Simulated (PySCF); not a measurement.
Si(OSiH3)(NHSiH3)(Me)2 (C₂H₁₃NOSi₃), SMILES C[Si](C)(N[SiH3])O[SiH3].

Geometry optimised at PBE-D3(BJ)/def2-SVP. One conformer was computed; it need not be the lowest.

The numbers are results of PySCF 2.14.0 with TDA-PBE/def2-SVPD, not measurements.

Vertical excitations. 

Problem. List the lowest excited states. (An estimate is asked for; the answer gives what the named calculation found.)

Solution. 
| state | energy (eV) | λ (nm) | f | main pairs |
|---|---|---|---|---|
| S1 | 5.16 | 240 | 0.011 | HOMO→LUMO 99 % |
| S2 | 5.57 | 222 | 0.004 | HOMO→LUMO+1 98 % |
| S3 | 5.94 | 209 | 0.001 | HOMO→LUMO+2 96 % |
| S4 | 6.20 | 200 | 0.008 | HOMO−1→LUMO 98 % |
| S5 | 6.26 | 198 | 0.005 | HOMO→LUMO+3 96 % |
| S6 | 6.42 | 193 | 0.000 | HOMO→LUMO+4 100 % |
| T1 | 5.05 | 246 | 0 | HOMO→LUMO 98 % |
| T2 | 5.45 | 227 | 0 | HOMO→LUMO+1 97 % |
Triplets are in the Tamm–Dancoff approximation.
